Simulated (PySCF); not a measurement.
How methods differ on the fine-structure interval of Co¹⁰⁺

Co¹⁰⁺ [Ne] 3s2 3p5 [3p1/2^2 3p3/2^3, M_J = 3/2] → Co¹⁰⁺ [Ne] 3s2 3p5 [3p1/2^1 3p3/2^4, M_J = 1/2], as a difference of total energies. Computed with PySCF 2.14 in an uncontracted even-tempered set (20 s from 0.64 bohr⁻², ratio 2.4; 14 p from 0.83 bohr⁻², ratio 2.4; 5 d from 5.2 bohr⁻², ratio 2.6; 4 f from 7.8 bohr⁻², ratio 2.6), with the two-component X2C-1e Hamiltonian. Correlated levels: 1s2 frozen; the 52 highest virtual spinors dropped. "Screened" scales the spin-orbit matrix elements by Boettger's factors to mimic the two-electron term; Breit and QED terms are absent.

```tsv
method	fine-structure interval (cm⁻¹)
GHF (screened spin-orbit)	19332
GMP2 (screened spin-orbit)	20434
GHF (bare spin-orbit)	20972
```
